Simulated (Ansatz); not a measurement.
Coupled-cluster diagnostics for SbTe₂⁺ (the lowest singlet isomer of a short search), Ansatz.

Geometry of the singlet (PBE0-D4/def2-SVP):

Cartesian coordinates in Å:
```
Sb -1.0085 0.1860 -1.0881
Te 1.2115 1.0705 0.0875
Te -0.2029 -1.2565 1.0006
```

In the def2 sets Sb, Te take a core potential; there is no spin–orbit coupling. Correlated methods freeze 12 core orbitals; core or outer-core shells of Sb, Te are correlated, in sets that lack core-valence functions. The structure comes from a short search, and lower isomers may exist.

**Question.** Estimate the CCSD(T) correlation energy, the shares of MP2 and (T), T1 and the reference's ⟨S²⟩ for: charge 1, singlet, own geometry in def2-TZVPP; and the rough time on 4 threads of Intel Xeon Platinum 8488C on a shared host.

**Answer.** 
```tsv
state	basis	correlation (eV)	MP2 share (%)	(T) share (%)	T1	⟨S²⟩ (pure)	wall time	remarks
charge 1, singlet, own geometry	def2-TZVPP	-32.956	102.5	3.4	0.021	0.00 (0.00)	13 s	large T1, restricted SCF unstable
```
Customary marks for T1 are 0.02 (closed shells), 0.045 (open shells) and about 0.05 (3d metals). T1 exceeds 0.02 in 1 of 1 rows and 0.045 in 0; the higher it lies, the less the single-reference result can be trusted.
